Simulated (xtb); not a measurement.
CH₄CdS, SMILES C[S][CdH]. All values are semi-empirical tight-binding results from xtb (GFN2-xTB unless named), good for trends rather than for accurate numbers. Coordinates come from a GFN2-xTB optimisation.

Optimised geometry:

```xyz
7

Cd    -0.1009     0.0636     0.8270
H     -1.4529     0.9498     1.2521
S      0.8107    -0.4554    -1.3306
C     -0.6501     0.3157    -2.1273
H     -1.5317    -0.3120    -1.9752
H     -0.4270     0.3739    -3.1881
H     -0.8154     1.3251    -1.7325
```

The geometry has at least one imaginary mode, so it is a saddle point at that level.

For metal compounds this method's bond lengths and energies can be far off.

Computed properties:
```yaml
orbital_gap: 3.22 eV
```

Computed atomic charges and the Wiberg bond orders between heavy atoms:
charges (e) Cd1 0.36, H2 -0.14, S3 -0.36, C4 -0.04, H5 0.06, H6 0.07, H7 0.06. Bond orders Cd1–S3 0.82, S3–C4 1.00.
